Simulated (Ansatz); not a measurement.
Calculated with Ansatz (gas phase, PBE0-D4/def2-TZVP geometries, no zero-point term in ΔE). CCSD(T)/CBS is the MP2 limit (def2-TZVPP, def2-QZVPP) plus CCSD(T) − MP2 in def2-TZVPP, frozen cores. This one scheme is used for every species. DFT in def2-TZVPP. B3LYP here is the variant with VWN-RPA as its local correlation; programs differ in this. For Ge outer-core shells are correlated without core-valence functions, which leaves a few kJ/mol of doubt a bond. Scalar relativity is left out up to krypton. Each species was taken in one conformer, which may not be the lowest.

`O[SiH2][CH2][GeH3]` → `O[CH2][GeH3]` + `[SiH2]`  (silylene formation by 1,1-elimination)

CCSD(T)/CBS gives +445.3 kJ/mol.

(1) Another level gave +460.4 kJ/mol. Which?
A. B3LYP-D4/def2-TZVPP
B. BLYP-D4/def2-TZVPP
C. r2SCANh/def2-TZVPP
D. PBE0-D4/def2-TZVPP

Largest T1 diagnostic among the species: 0.014.

Results:

(1) C. r2SCANh 460.4, PBE0-D4 445.6, B3LYP-D4 431.0, BLYP-D4 415.2 kJ/mol.

From BLYP to BHLYP (50 % exact exchange), in def2-TZVPP and without D4, ΔE moves by +39.3 kJ/mol. Leaving LDA and LC-ωPBE aside and taking each functional with its dispersion term where it has one, the values, not all of them listed here, spread over 50.9 kJ/mol, from BLYP-D4 to r2SCAN0-D4. LDA lies +37.6 kJ/mol from PBE without D4.
